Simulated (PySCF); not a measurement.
## Co⁻ (cobalt, charge -1) across methods

[Ar] 3d8 4s2, high-spin 3F determinant. Computed with PySCF 2.14 in aug-cc-pwCVQZ, with the non-relativistic Hamiltonian (point nucleus).

| method | E (hartree) | mean ε 4s α (eV) | mean ε 3d β (eV) | mean ε 4s β (eV) | Σ⟨r²⟩ (bohr²) | ⟨S²⟩ |
| --- | --- | --- | --- | --- | --- | --- |
| PBE0 | -1382.556 | 0.281 | 0.375 | 0.586 | 66.64 | 2.018 |
| r2SCAN | -1382.773 | 0.609 | 1.920 | 0.919 | 64.92 | 2.030 |
| PBE | -1382.562 | 0.759 | 2.025 | 1.027 | 65.95 | 2.022 |
| UHF | -1381.36309 | -1.192 | -5.379 | -0.068 | 84.27 | 2.133 |
| LDA | -1380.247 | 0.650 | 2.032 | 0.914 | 64.17 | 2.024 |

⟨S²⟩ = 2.13 against 2.00 shows spin contamination. The outer electron is barely bound at this level, so radii and moments hang on the diffuse functions.

The highest occupied level is positive at PBE0, r2SCAN, PBE, LDA: only the finite basis holds that electron, which in a density functional comes from self-interaction.
